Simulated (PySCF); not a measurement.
## Electron correlation in Cl (chlorine, neutral)

[Ne] 3s2 3p5, 2P determinant. Computed with PySCF 2.14 in aug-cc-pCVTZ-DK, with scalar relativity by spin-free X2C-1e. Frozen: [Ne]; 7 electrons correlated.

| level | correlation energy (mhartree) |
| --- | --- |
| CCSD | -187.05 |
| (T) | -6.47 |
| CCSD(T) | -193.52 |

Diagnostics: T1 = 0.0074, D1 = 0.0243, largest double amplitude 0.037.

Problem. Is a single reference adequate?

Solution. Yes: T1 lies below 0.03 and no double amplitude reaches 0.07.
